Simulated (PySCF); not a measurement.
Isomers of C5H16N2Si2. Method: PySCF 2.14.0, PBE0-D3(BJ)/def2-SVP geometry optimisation, gas phase. One conformer each; no zero-point energy, no entropy. No frequencies were run at this level. Point groups hold within 0.08 Å.

**Question.** Order them by energy at this level, lowest first, and give relative energies in kcal/mol.
A. `[CH3:1][C@@H:2]1[CH2:3][SiH2:4][NH:5][Si@H:6]1[N:7]([CH3:8])[CH3:9]` with N5–Si6–N7–C8 49°, C1–C2–C3–Si4 -165°, C2–C3–Si4–N5 29°, C3–Si4–N5–Si6 -9°, Si4–N5–Si6–N7 -132°
B. `[CH3:1][CH2:2][C@@H:3]1[CH2:4][Si@@H:5]([NH:6][CH3:7])[NH:8][SiH2:9]1` with C1–C2–C3–C4 -177°, C4–Si5–N6–C7 159°, C2–C3–C4–Si5 -167°, C3–C4–Si5–N6 -81°, C4–Si5–N8–Si9 -16°, Si5–N8–Si9–C3 -3°
C. `[CH3:1][N:2]([CH3:3])[Si@@H:4]1[CH2:5][CH2:6][CH2:7][Si@H:8]1[NH2:9]` with C1–N2–Si4–C5 153°, C7–Si8–N9–H -71° and 148°, N2–Si4–C5–C6 -140°, Si4–C5–C6–C7 51°, C5–C6–C7–Si8 -56°, C6–C7–Si8–N9 -79°
D. `[CH3:1][N:2]([CH3:3])[Si@@H:4]1[CH2:5][CH2:6][CH2:7][Si@@H:8]1[NH2:9]` with C1–N2–Si4–C5 -56°, C7–Si8–N9–H 152° and -68°, N2–Si4–C5–C6 -143°, Si4–C5–C6–C7 53°, C5–C6–C7–Si8 -53°, C6–C7–Si8–N9 149°
E. `[CH3:1][CH2:2][C@@H:3]1[CH2:4][Si@H:5]([NH:6][CH3:7])[NH:8][SiH2:9]1` with C1–C2–C3–C4 -177°, C4–Si5–N6–C7 120°, C2–C3–C4–Si5 -165°, C3–C4–Si5–N6 149°, C4–Si5–N8–Si9 -9°, Si5–N8–Si9–C3 -9°
F. `[CH3:1][Si@:2]([NH2:3])([SiH3:4])[N:5]1[CH2:6][CH2:7][CH2:8][CH2:9]1` with C1–Si2–N3–H -153° and 62°, C1–Si2–N5–C6 -167°, Si2–N5–C6–C7 170°, N5–C6–C7–C8 37°, C6–C7–C8–C9 -39°, C7–C8–C9–N5 26°

**Answer.** E (0.0), B (1.5), A (4.4), F (19.3), D (24.5), C (24.7).

As drawn, the highest has an Si–Si bond, which the lowest lacks. Neighbours under 2.5 kcal/mol apart (CC[C@@H]1C[Si@H](NC)N[SiH2]1 and CC[C@@H]1C[Si@@H](NC)N[SiH2]1; CN(C)[Si@@H]1CCC[Si@@H]1N and CN(C)[Si@@H]1CCC[Si@H]1N) can change places with a better method, another conformer or zero-point energy. CC[C@@H]1C[Si@H](NC)N[SiH2]1 and CC[C@@H]1C[Si@@H](NC)N[SiH2]1 are stereoisomers, 1.5 kcal/mol apart in the conformers taken. CN(C)[Si@@H]1CCC[Si@@H]1N and CN(C)[Si@@H]1CCC[Si@H]1N are stereoisomers, 0.2 kcal/mol apart in the conformers taken.

```tsv
SMILES	E (Eh)	E rel (kcal/mol)	dipole (D)	point group	A, B, C (MHz)
CC[C@@H]1C[Si@H](NC)N[SiH2]1	-887.74365	0.0	1.18	C1	2709, 572.9, 500.5
CC[C@@H]1C[Si@@H](NC)N[SiH2]1	-887.74124	1.5	1.13	C1	2071, 662.5, 613.8
C[C@@H]1C[SiH2]N[Si@H]1N(C)C	-887.73669	4.4	0.94	C1	1680, 844.3, 658.5
C[Si@](N)([SiH3])N1CCCC1	-887.71283	19.3	2.14	C1	1632, 721.3, 691.3
CN(C)[Si@@H]1CCC[Si@@H]1N	-887.70462	24.5	1.44	C1	1506, 928.9, 645.1
CN(C)[Si@@H]1CCC[Si@H]1N	-887.70430	24.7	0.64	C1	1720, 807.1, 638.4
```

**Question.** How do the relative energies change in single points at KT3/pcSseg-1 (no added dispersion term) on the same geometries?

**Answer.** 
```
                       SMILES  PBE0-D3(BJ)/def2-SVP (kcal/mol)  KT3/pcSseg-1 (kcal/mol)  shift
 CC[C@@H]1C[Si@H](NC)N[SiH2]1                              0.0                      0.0    0.0
CC[C@@H]1C[Si@@H](NC)N[SiH2]1                              1.5                      2.0   +0.5
 C[C@@H]1C[SiH2]N[Si@H]1N(C)C                              4.4                      5.0   +0.6
     C[Si@](N)([SiH3])N1CCCC1                             19.3                     19.1   -0.2
    CN(C)[Si@@H]1CCC[Si@@H]1N                             24.5                     24.4   -0.1
     CN(C)[Si@@H]1CCC[Si@H]1N                             24.7                     24.5   -0.2
```

Each column counts from its own lowest isomer. The order is unchanged; the largest shift is 0.6 kcal/mol.

**Question.** As an exercise, what shares would exp(−E/RT) give at 1000 K from these electronic energies alone (no entropy, no degeneracies)?

**Answer.** RT = 1.987 kcal/mol: CC[C@@H]1C[Si@H](NC)N[SiH2]1 63.4 %, CC[C@@H]1C[Si@@H](NC)N[SiH2]1 29.6 %, C[C@@H]1C[SiH2]N[Si@H]1N(C)C 7.0 %, C[Si@](N)([SiH3])N1CCCC1 under 0.1 %, CN(C)[Si@@H]1CCC[Si@@H]1N under 0.1 %, CN(C)[Si@@H]1CCC[Si@H]1N under 0.1 %.
